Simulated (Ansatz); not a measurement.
`[Cl][Al]([Cl])[I]` + H₂O → `[OH][Al]([Cl])[Cl]` + HI at 700 K and 1 bar (formal hydrolysis of the Al–I bond).

Gas-phase electronic energies from Ansatz, PBE0-D4/def2-TZVP geometries. CBS: MP2 limit from def2 TZ/QZ plus the TZ coupled-cluster correction, frozen cores. This one scheme is used for every species. def2 core potentials past Kr. For I outer-core shells are correlated without core-valence functions, which leaves a few kJ/mol of doubt a bond. Each species was taken in one conformer, which may not be the lowest.

```tsv
species	CCSD(T)/CBS energy (Eh)	H − E (kJ/mol)	S (J/(mol·K))
`[Cl][Al]([Cl])[I]`	-1459.21603	59.8	409.4
H₂O	-76.37941	80.5	218.4
`[OH][Al]([Cl])[Cl]`	-1237.55309	97.6	398.3
HI	-298.03592	34.6	231.7
```

H − E and S are ideal-gas, rigid-rotor, harmonic terms from PBE0-D4/def2-TZVP, for one conformer and one mirror image of each species. 1 Eh = 2625.50 kJ/mol, R = 8.31446 J/(mol·K).

Question: By hand: ΔE, ΔH, ΔS and ΔG.

Answer: ΔE = (-1237.55309) + (-298.03592) − (-1459.21603) − (-76.37941) = 0.00643 Eh = 16.9 kJ/mol. Δ(H − E) = 97.6 + 34.6 − 59.8 − 80.5 = -8.1, so ΔH = 8.8 kJ/mol. ΔS = 398.3 + 231.7 − 409.4 − 218.4 = 2.2 J/(mol·K). ΔG = 8.8 − 700 × (2.2)/1000 = 7.3 kJ/mol.

Question: By hand: the equilibrium constant, and the temperature at which ΔG would vanish if ΔH and ΔS stayed fixed.

Answer: log₁₀ K = −ΔG/(RT ln 10) = -0.5. ΔG = 0 at ΔH/ΔS = 4000 K, far beyond where these terms or the molecules hold.

The number of gas molecules stays the same, so ΔS is small and ΔH decides. A doubt of 5 kJ/mol in ΔE shifts log₁₀ K by 0.4 here. Other conformers and mirror images would add mixing entropy, several J/(mol·K) or more a flexible species. These are equilibria of isolated gas molecules and say nothing of rates. Largest T1 diagnostic: 0.010 (customary marks: 0.02 for closed shells, 0.045 for open ones).
